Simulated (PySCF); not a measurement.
Problem. Write Cartesian coordinates for `Cl[BH-]1[NH2+][BH2-][NH2+]1` as optimised with PBE0-D3(BJ)/def2-SVP.

Solution. 
```
atom  x, y, z in Å
Cl1   -0.4993   -2.0477    0.5555
B2    -0.7946   -0.6209   -0.5641
N3    -1.8838    0.3711    0.0112
B4    -0.7942    1.5329   -0.1610
N5     0.3556    0.4600   -0.4641
H6    -1.0257   -0.9374   -1.7105
H7    -2.1430    0.1707    0.9755
H8    -2.7316    0.4540   -0.5421
H9    -1.0304    2.2022   -1.1476
H10   -0.6021    2.1616    0.8618
H11    0.8979    0.5975   -1.3122
H12    0.9974    0.2947    0.3093
```

Any rigid rotation of these coordinates is as good. Atoms count from 1 in this order. B2 (four-coordinate boron) has angles from 92.8° to 113.8°. N3 (nitrogen bonded to 2 B and 2 H) has angles from 87.0° to 116.7°. The 4 B–N bonds span 1.582 Å (B2–N3, drawn single) to 1.602 Å (N3–B4, drawn single), a spread of 0.020 Å. B4 (four-coordinate boron) has angles from 91.3° to 115.4°.

Bonds between heavy atoms (Å): Cl1–B2 1.837, B2–N3 1.582, N3–B4 1.602, B4–N5 1.602, B2–N5 1.582.

The calculation used PBE0-D3(BJ)/def2-SVP geometry optimisation, gas phase in PySCF.

Point group: Cs (every atom within 0.08 Å of its image). Not checked by PBE0-D3(BJ)/def2-SVP frequencies. The numbers are those of one conformer (Cl1–B2–N3–B4 126°, B2–N3–B4–N5 -10°, N3–B4–N5–B2 10°, Cl1–B2–N5–B4 -126°).
